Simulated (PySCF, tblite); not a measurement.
**Question.** What does the GFN2-xTB structure of `PP1CCOCC1` look like in three dimensions?

**Answer.** 
Z-matrix in Å and degrees, rows numbered from 1:
```
P 
P   1  2.1738
C   2  1.8663  1   98.41
C   3  1.5285  2  108.68  1   155.52
O   4  1.4065  3  113.09  2   -65.59
C   5  1.4065  4  113.37  3    66.15
C   6  1.5285  5  113.19  4   -65.86
H   1  1.3932  2   92.65  3    85.91
H   1  1.3933  2   92.75  3   178.28
H   3  1.0923  2  109.43  1   -84.78
H   3  1.0937  2  110.33  1    35.23
H   4  1.0935  3  110.24  2   176.93
H   4  1.1024  3  109.46  2    57.35
H   6  1.1022  5  109.87  4    56.83
H   6  1.0935  5  105.21  4   173.75
H   7  1.0923  2  109.33  1    84.97
H   7  1.0938  2  110.28  1   -34.90
```

The 6-membered ring P2–C3–C4–O5–C6–C7 has internal angles of 93.9° to 113.4°; it is puckered, 0.28 Å rms from its mean plane, widest ring torsion 66°. P2 (three-coordinate phosphorus) is pyramidal (angles 98.4°, 98.4° and 93.9°, sum 290.6°, 0.99 Å off the plane of its three neighbours). P1 (three-coordinate phosphorus) is pyramidal (angles 92.7°, 92.6° and 92.2°, sum 277.6°, 0.86 Å off the plane of its three neighbours). Of the pairs four or more bonds apart, H13···H14 is among the closest relative to their van der Waals radii: 2.35 Å, 98 % of the sum of Bondi's values.

Structure optimised with GFN2-xTB, isolated species.

Point group: Cs (tolerance 0.08 Å). Its GFN2-xTB frequencies are all real (lowest 99 cm⁻¹). One conformer, not necessarily the lowest (H–P1–P2–C3 86° and 178°, P1–P2–C3–C4 156°, P2–C3–C4–O5 -66°, C3–C4–O5–C6 66°, C4–O5–C6–C7 -66°).

The numbers are calculated, not measured.
